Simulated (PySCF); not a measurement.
CH7O2Si3 (doublet state).
SMILES with atom numbers: `[O:1]=[CH:2][Si@@H:3]([SiH2:4])[O:5][SiH3:6]` (hydrogens: H7 on C2; H8 on Si3; H9, H10 on Si4; H11, H12, H13 on Si6)

Geometry (GFN2-xTB, Å), atoms numbered from 1 in this order:
```
atom  x, y, z in Å
O1    -0.001    3.049   -1.207
C2     0.437    1.964   -0.879
Si3   -0.366    0.845    0.430
Si4   -2.324    0.014   -0.395
O5     0.659   -0.400    0.637
Si6    1.464   -1.790    0.808
H7     1.275    1.520   -1.462
H8    -0.463    1.507    1.736
H9    -3.325    0.910   -0.983
H10   -2.358   -1.182   -1.251
H11    0.541   -2.854    0.412
H12    1.837   -1.876    2.217
H13    2.619   -1.707   -0.081
```

The hyperfine couplings belong to this conformer and change with its torsions.

The calculation used UKS B3LYP, pcH-1 on C H O Si, non-relativistic, mean-field spin-orbit, GIAO in PySCF 2.14.0. The structure is a single GFN2-xTB conformer in the gas phase; no vibrational or solvent corrections. GFN2-xTB frequencies show an imaginary mode (32i cm⁻¹), so this geometry is no minimum at that level. A GFN2-xTB geometry isn't a minimum of the functional, and hyperfine couplings can be far from their values at a DFT geometry, by a factor of two or more for some ions and for spin on atoms past the first row. The SCF solution wasn't tested for stability.

Question: Predict the first-order ENDOR lines of H9/H10, H7 and H8 under fast tumbling at B = 1209.2 mT (Q band).

Answer: ν± = |νn ± a/2|, one line for each electron-spin manifold; νn = |g_N| × 7.62259 MHz/T × B.

```tsv
nuclei	isotope	g_N	νn (MHz)	a_iso (MHz)	lower line (MHz)	upper line (MHz)
H9/H10	1H	5.5857	51.48	-15.68	43.65	59.32
H7	1H	5.5857	51.48	15.17	43.90	59.07
H8	1H	5.5857	51.48	9.11	46.93	56.04
```

Question: Which pairs are centred on the nuclear Larmor frequency, and which on half the coupling?

Answer: Centred on νn, since |a| < 2νn: H9/H10, H7 and H8. No pair has |a| > 2νn.

Question: At what field would the lower line of H8 fall to zero frequency?

Answer: Where νn = |a|/2, that is B = 4.55 MHz/(5.5857 × 7.62259 MHz/T) = 107 mT, as far as first order holds there.

Nuclei that the bonding pattern makes equivalent are averaged, as if the motion that swaps them (rotation, inversion, ring flip) were fast.
